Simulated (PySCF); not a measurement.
**Gallium: a sound run and one with changed settings**

Sound run: Ga [Ar] 3d10 4s2 4p1, Ga⁺ [Ar] 3d10 4s2. All numbers are calculated (PySCF 2.14, no relativity, point nucleus, in 6-31G*). The sound run starts from symmetry-adapted Hartree-Fock orbitals and uses a fine grid where one is needed.

A second run was set up differently.

| species | method | sound run (hartree) | changed run (hartree) | converged |
| --- | --- | --- | --- | --- |
| Ga | UHF | -1922.94348 | -1922.43320 | no |
| Ga | TPSS | -1924.52114 | -1924.22656 | no |
| Ga | LDA | -1921.50698 | -1921.06784 | no |
| Ga⁺ | UHF | -1922.73879 | -1922.32166 | no |
| Ga⁺ | TPSS | -1924.29716 | -1924.19129 | no |
| Ga⁺ | LDA | -1921.28121 | -1921.11094 | no |

Q: What was changed?
A. too few SCF iterations
B. radial grid too coarse
C. minimal basis
D. all electrons correlated in a valence basis

A: A. It used initial guess 1e, at most 3 SCF cycles. The SCF was stopped early; the energies are upper bounds that still move, and correlated levels were skipped or rest on poor orbitals.
